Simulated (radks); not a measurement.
Polarisabilities and homonuclear dispersion coefficients (atomic units). Code: a radial shooting solver on a logarithmic mesh with Libxc functionals. Model: non-relativistic Kohn-Sham, LDA (Slater exchange, VWN5 correlation), spin-polarised, spherical densities, point nucleus; open shells are filled with parallel spins first (spin-orbit coupling, left out, can overturn this in heavy ions). Response by self-consistent Sternheimer equations with the Hartree and adiabatic LDA kernel. For heavy and open-shell atoms this level of theory can miss by tens of per cent. "Uncoupled" leaves out the induced potential. Quadrupole and octupole values are given only where no p, d or f shell is open.

| species | configuration | alpha1 (bohr^3) | alpha1, uncoupled | C6 | recommended alpha1 |
|---|---|---|---|---|---|
| Rh | [Kr] 4d8 5s1 | 59.08 | 95.86 | 517.5 | 66 +/- 10 |
| Co+ | [Ar] 3d8 | 10.21 | 13.60 | 36.38 | - |
| Nb+ | [Kr] 4d4 | 26.16 | 36.35 | 168.6 | - |
| Cd3+ | [Kr] 4d9 | 3.658 | 5.427 | 16.24 | - |
| Fe+ | [Ar] 3d6 4s1 | 24.38 | 34.79 | 120.3 | - |

Recommended values: Schwerdtfeger and Nagle, table of static dipole polarisabilities (2023 update), measured or computed.

Beside tabulated values, note that relativity, absent from the non-relativistic runs, is large for the heavy elements.
